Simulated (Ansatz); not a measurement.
**Abstraction of Br: CHBrF2 + SiH3 → CHF2 + SiH3Br**

Species: CHBrF2 (bromodifluoromethane) `FC(F)Br`, singlet; SiH3 (silyl radical) `[SiH3]`, doublet; CHF2 (difluoromethyl radical) `F[CH]F`, doublet; SiH3Br `[SiH3]Br`, singlet. A radical takes Br: the energy is the difference in strength between the C–Br bond broken and the Si–Br bond made.

Shapes, held fixed at every level: PBE0-D4/def2-TZVP. Programs: Ansatz 0.2.0. The zero-point and thermal change to 298 K, harmonic and unscaled (PBE0-D4/def2-TZVP), is +1.3 kJ/mol.

(1) Estimate ΔH(298 K) of this reaction.

Results:

(1) The highest level, CCSD(T)/def2-TZVPP, gives ΔH(298 K) = -89.9 kJ/mol; the levels span -124.5 to -88.3. The column of differences is taken from that level and isn't an error. No measured value is set beside it here. Open shells run unrestricted. Relativity is left out for Br. Outer-core shells of Br are correlated in most correlated rows, in sets that cover them unevenly.

| level | kind | ΔH(298 K) (kJ/mol) | less CCSD(T)/def2-TZVPP |
| --- | --- | --- | --- |
| MP2/def2-SVP | perturbation theory | -88.3 | +1.6 |
| MP2/def2-TZVPP | perturbation theory | -89.8 | +0.1 |
| HF/def2-SVP | Hartree–Fock | -124.5 | -34.6 |
| BHLYP-D4/def2-TZVPP | global hybrid | -108.9 | -19.0 |
| PBE0-D4/def2-TZVPP | global hybrid | -91.5 | -1.6 |
| wB97M-V/def2-TZVPP | range-separated hybrid | -96.1 | -6.2 |
| CCSD(T)/def2-TZVPP | coupled cluster or CI | -89.9 | 0.0 |
